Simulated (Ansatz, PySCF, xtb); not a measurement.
Potential energy curve for SeB (cation, charge +1), lowest triplet found (which spin is the ground state isn't settled by this scan).

Methods: GFN1-xTB (xtb); UKS-B3LYP/6-31G* = unrestricted B3LYP/6-31G*, spherical d run with PySCF; UMP2/6-31G* = unrestricted MP2 (frozen core)/6-31G*, spherical d (PySCF); FCI = full CI/cc-pVDZ, cores with 3d frozen (Ansatz, an electronic-structure program).

Energies relative to the lowest point of each curve between 1.59 and 2.22 Å, where full CI is lowest, in eV; the last columns give the difference from FCI:

```
R / Å  GFN1-xTB  UKS-B3LYP/6-31G*  UMP2/6-31G*    FCI  GFN1-xTB − FCI  UKS-B3LYP/6-31G* − FCI  UMP2/6-31G* − FCI
-----  --------  ----------------  -----------  -----  --------------  ----------------------  -----------------
1.47      4.237             3.354        3.295  3.716           0.521                  -0.362             -0.421
1.59      1.370             1.286        1.211  1.478          -0.108                  -0.192             -0.267
1.71      0.248             0.319        0.262  0.403          -0.155                  -0.084             -0.142
1.76      0.068             0.130        0.087  0.181          -0.113                  -0.051             -0.094
1.86      0.000             0.000        0.000  0.000           0.000                   0.000              0.000
1.95      0.142             0.075        0.127  0.039           0.102                   0.035              0.088
2.00      0.268             0.166        0.251  0.113           0.155                   0.052              0.138
2.04      0.385             0.255        0.369  0.190           0.194                   0.065              0.179
2.13      0.676             0.490        1.211  0.399           0.277                   0.091              0.812
2.22      0.985             0.743        1.235  0.630           0.355                   0.113              0.605
```

GFN1-xTB is furthest from FCI at 1.47 (0.521 eV, above); its mean absolute difference over the points is 0.198 eV.

UKS-B3LYP/6-31G* is furthest from FCI at 1.47 (-0.362 eV, below); its mean absolute difference over the points is 0.105 eV.

UMP2/6-31G* is furthest from FCI at 2.13 (0.812 eV, above); its mean absolute difference over the points is 0.275 eV.

The scan ran from 1.47 to 6.92 Å; beyond the distances shown full CI changes its symmetry label. The unrestricted determinant behind UMP2/6-31G* is spin-contaminated at 2.13 to 2.22 Å (<S²> up to 2.5, against 2.00 for a pure triplet).
